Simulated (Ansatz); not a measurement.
Reaction (ligand exchange at the Si–C bond): `F[CH]([SiH3])[GeH3]` + `CCBO` → `CCBO[SiH3]` + `F[CH2][GeH3]`

Calculated with Ansatz (gas phase, PBE0-D4/def2-TZVP geometries, no zero-point term in ΔE). CCSD(T)/CBS is the MP2 limit (def2-TZVPP, def2-QZVPP) plus CCSD(T) − MP2 in def2-TZVPP, frozen cores. DFT in def2-TZVPP. B3LYP here is the variant with VWN-RPA as its local correlation; programs differ in this. For Ge outer-core shells are correlated without core-valence functions, which leaves a few kJ/mol of doubt a bond. Scalar relativity is left out up to krypton. Each species was taken in one conformer, which may not be the lowest.

Q: Is it downhill or uphill in electronic energy at CCSD(T)/CBS, and by how much? (Best estimate.)

A: Computed: Downhill: ΔE = -96.7 kJ/mol.

Q: What do these levels give: PBE-D4, B3LYP-D4, ωB97M-V, B2PLYP, PBE, r2SCAN, B3LYP, MP2/def2-TZVPP, HF/def2-QZVPP, SCS-MP2/def2-QZVPP, HF/CBS(def2), CCSD/CBS(def2)? (Estimate.)

A: Ansatz gave: PBE-D4 -81.4, B3LYP-D4 -98.8, ωB97M-V -95.5, B2PLYP -103.0, PBE -83.8, r2SCAN -95.1, B3LYP -102.8, MP2/def2-TZVPP -100.5, HF/def2-QZVPP -127.2, SCS-MP2/def2-QZVPP -105.0, HF/CBS(def2) -127.5, CCSD/CBS(def2) -100.8 kJ/mol.

Largest T1 diagnostic among the species: 0.012.

The D4 term adds +4.0 kJ/mol with B3LYP and +2.0 kJ/mol with PBE0; it sums over pairs of atoms, weighted by their polarisabilities, and B3LYP, whose exchange is more repulsive, gets the larger term. In def2-TZVPP, CCSD(T) changes the Hartree–Fock value by +27.5 kJ/mol (the triples alone add +4.1 kJ/mol) and MP2 by +24.8 kJ/mol. From PBE to PBE0 (25 % exact exchange), in def2-TZVPP and without D4, ΔE moves by −7.5 kJ/mol.
